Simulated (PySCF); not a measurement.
Eu³⁸⁺: ionisation energy

Eu³⁸⁺ [Ar] 3d7 [3d3/2^4 3d5/2^3, M_J = 9/2] → Eu³⁹⁺ [Ar] 3d6 [3d3/2^4 3d5/2^2, M_J = 4], as a difference of total energies. Calculation: PySCF 2.14, in an uncontracted even-tempered set (16 s from 7.7 bohr⁻², ratio 2.8; 12 p from 10 bohr⁻², ratio 2.8; 8 d from 10 bohr⁻², ratio 2.8; 3 f from 37 bohr⁻², ratio 3); the two-component X2C-1e Hamiltonian. Correlated levels: [Ne] frozen; the 74 highest virtual spinors dropped. "Screened" scales the spin-orbit matrix elements by Boettger's factors to mimic the two-electron term; Breit and QED terms are absent.

```csv
method,ionisation energy (eV)
GHF (spin-free),2812.4
GMP2 (spin-free),2813.3
GHF (screened spin-orbit),2808.3
GMP2 (screened spin-orbit),2808.7
```

Breit and QED terms and the two-electron picture change are absent.

The spin-free rows relax to the high-spin LS determinant and lack the spin-orbit shift.

The labels give the starting determinants; with spin-orbit coupling the two ends relaxed to ⟨J²⟩ = 24.75, ⟨L²⟩ = 15.15, ⟨S²⟩ = 2.74 and ⟨J²⟩ = 20.02, ⟨L²⟩ = 11.05, ⟨S²⟩ = 3.48.

For comparison: 2807 ± 4 eV (theoretical estimate listed by NIST; NIST Atomic Spectra Database, ionization energies).
